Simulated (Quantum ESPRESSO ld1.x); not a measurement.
Values are calculated unless marked as measured or tabulated.
Task: The mean radii <r> (bohr) of the occupied orbitals of an atom or ion are listed with their occupations. Code: ld1.x of Quantum ESPRESSO 7.5. Model: scalar-relativistic Kohn-Sham, exchange-only LDA, spin-polarised, spherical densities, point nucleus.

| orbital | occ. | <r> |
|---|---|---|
| 1s up | 1 | 0.02845 |
| 1s down | 1 | 0.02845 |
| 2s up | 1 | 0.1227 |
| 2s down | 1 | 0.1227 |
| 2p up | 3 | 0.1072 |
| 2p down | 3 | 0.1072 |
| 3s up | 1 | 0.3311 |
| 3s down | 1 | 0.3311 |
| 3p up | 3 | 0.3292 |
| 3p down | 3 | 0.3292 |
| 3d up | 5 | 0.3057 |
| 3d down | 5 | 0.3057 |
| 4s up | 1 | 0.7911 |
| 4s down | 1 | 0.7908 |
| 4p up | 3 | 0.8534 |
| 4p down | 3 | 0.8524 |
| 4d up | 5 | 1.038 |
| 4d down | 5 | 1.029 |
| 5s up | 1 | 2.241 |
| 5s down | 1 | 2.200 |
| 5p up | 3 | 2.931 |

Name the element and its charge. Open shells, if any, are filled with parallel spins first.

Result: Z = 51, antimony, charge 0: Sb in [Kr] 4d10 5s2 5p3. The 1s radius gives Z: for a bare nucleus <r> = (2 gamma + 1)/(2Z) with gamma = sqrt(1 - (Z/c)^2), 0.028 bohr for Z = 51, and screening makes it slightly larger (0.02845 here). The occupations add up to 51, and the charge is Z minus that.
